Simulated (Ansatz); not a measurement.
Computed with Ansatz.

A structure relaxed at PBE0-D4/def2-TZVP, charge 0, multiplicity 1:

| atom | x (Å) | y (Å) | z (Å) |
| --- | --- | --- | --- |
| N1 | 0.528 | 1.024 | -0.732 |
| C2 | -0.227 | -0.132 | -0.354 |
| B3 | -0.672 | -0.355 | 1.125 |
| N4 | 0.374 | -1.036 | 0.633 |
| H5 | 0.810 | 1.006 | -1.702 |
| H6 | 0.029 | 1.884 | -0.559 |
| H7 | -0.725 | -0.650 | -1.176 |
| H8 | -1.320 | -0.141 | 2.094 |
| H9 | 1.203 | -1.600 | 0.670 |

**Question.** Give its formula and SMILES.

**Answer.** CH5BN2, `NC1BN1`.

**Question.** Summarise the bond lengths by kind.

**Answer.** 2 × C–N 1.431 to 1.467 Å; 3 × H–N 1.004 to 1.010 Å; 1 × B–C 1.561 Å; 1 × C–H 1.092 Å; 1 × B–N 1.341 Å; 1 × B–H 1.184 Å.
